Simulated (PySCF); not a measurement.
CH₄F₂O₂Si, SMILES [Si](F)(F)(O)OC. Atoms are numbered in the order given.

```xyz
10

C     -2.1314    -0.8470     0.3185
O     -1.2641     0.2300     0.0586
Si     0.3489     0.1700    -0.0515
O      0.9505    -0.7506     1.1536
F      0.8964     1.6726     0.0010
F      0.8454    -0.4185    -1.4637
H     -1.7392    -1.5015     1.1143
H     -2.2952    -1.4514    -0.5893
H     -3.1000    -0.4414     0.6433
H      1.8703    -1.0260     1.1098
```
Charge 0, spin multiplicity 1.

Coordinates come from a PBE0-D3(BJ)/def2-SVP optimisation. The structure was generated by enumeration, and PubChem lists no compound with its InChIKey, so it may never have been made. Other conformers were not sampled.

Two levels are set side by side: PBE/pcSseg-1 (PySCF) and PBE0/pcSseg-1 (PySCF). GIAO shifts against CFCl3 (¹⁹F), H2O (¹⁷O), TMS (²⁹Si), TMS (¹H), TMS (¹³C) at the same level; non-relativistic, no solvent, atoms listed together averaged. Differences are taken from unrounded values.

| quantity | PBE0 |
|---|---|
| δ(¹³C) of C1 (ppm) | 55.3 |
| δ(¹⁷O) of O2 (ppm) | 16.0 |
| δ(²⁹Si) of Si3 (ppm) | -85.8 |
| δ(¹⁷O) of O4 (ppm) | 36.6 |
| δ(¹H) of H10 (ppm) | 2.29 |

**Question.** What does PBE give, and how far is it from PBE0? (An estimate is asked for; the answer gives what the named calculation found.)

**Answer.** 
```json
[
 {"quantity": "δ(¹³C) of C1 (ppm)", "PBE": "57.1", "PBE minus PBE0": "1.8"},
 {"quantity": "δ(¹⁷O) of O2 (ppm)", "PBE": "27.3", "PBE minus PBE0": "11.4"},
 {"quantity": "δ(²⁹Si) of Si3 (ppm)", "PBE": "-85.4", "PBE minus PBE0": "0.3"},
 {"quantity": "δ(¹⁷O) of O4 (ppm)", "PBE": "42.8", "PBE minus PBE0": "6.2"},
 {"quantity": "δ(¹H) of H10 (ppm)", "PBE": "2.04", "PBE minus PBE0": "-0.25"}
]
```

Rough cost on one machine, each run with all the roots and properties that it gave: PBE0 against PBE within a factor of 2.
